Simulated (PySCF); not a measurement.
H3BF2Si, singlet, geometry from GFN2-xTB.

The PySCF input:
```python
from pyscf import gto, scf, mcscf, mrpt
import numpy

mol = gto.Mole()
mol.atom = '''
    B    -0.41716568    0.23206616   -0.27377458
    F    -1.60242112   -0.32401038   -0.45036424
    F    -0.34519680    1.42040412   -0.84679148
    Si    1.07976019   -0.60868293    0.71986578
    H     1.64365461    0.29810122    1.72553149
    H     2.18232318   -0.97353314   -0.17758990
    H     0.67176937   -1.83088150    1.41721193
'''
mol.basis = 'sto-3g'
mol.verbose = 4
mol.build()

mf = scf.RHF(mol)
mf.kernel()
mc = mcscf.CASCI(mf, 4, 4)
mc.fix_spin_(ss=0.0)
mc.kernel()
occ = numpy.linalg.eigvalsh(mc.fcisolver.make_rdm1(mc.ci, mc.ncas, mc.nelecas))[::-1]
ss = mc.fcisolver.spin_square(mc.ci, mc.ncas, mc.nelecas)[0]
print('natural occupations', occ.round(4), ' <S^2>', round(ss, 4))
e2 = mrpt.NEVPT(mc).kernel()
print('E(NEVPT2) = %.10f' % (mc.e_tot + e2))
```

Question: What does this run give for the SCF-reference HOMO-LUMO gap, NEVPT2 correction, SCF-reference dipole moment, natural occupations of the active orbitals, SCF-reference Mulliken (on the basis functions themselves) charges in atom order?

Answer: 
* **SCF-reference HOMO-LUMO gap**: 17.40 eV
* **NEVPT2 correction**: -0.1188 Eh
* **SCF-reference dipole moment**: 0.35 D
* **natural occupations of the active orbitals**: 2.00, 1.99, 0.01, 0.00
* **SCF-reference Mulliken (on the basis functions themselves) charges in atom order**: B1 0.34, F2 -0.21, F3 -0.21, Si4 0.54, H5 -0.16, H6 -0.16, H7 -0.16
